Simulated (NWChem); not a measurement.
CoHOF, quartet; SMILES [OH][Co][F]

```xyz
4

Co     0.0106     0.0167     0.0000
F     -0.0049     1.7365     0.0000
O      0.0493    -1.7125     0.0000
H     -0.6384    -2.3799     0.0000
```
Atoms are numbered in this order, from 1.

Program: NWChem. Spin-unrestricted. The geometry was optimised at PBE0/def2-SVP, spin-unrestricted. The spin multiplicity was typed, not searched, and may not be the lowest. No stability test was run on the SCF state.

For level B3LYP/def2-SVPD:

| Quantity | Value |
|---|---|
| highest occupied level (eV) | -7.06 |
| lowest empty minus highest occupied level, either spin (eV) | 3.08 |

Q: What are these values for level B3LYP/def2-TZVPP?

A: 
- highest occupied level (eV): -7.33
- lowest empty minus highest occupied level, either spin (eV): 3.25
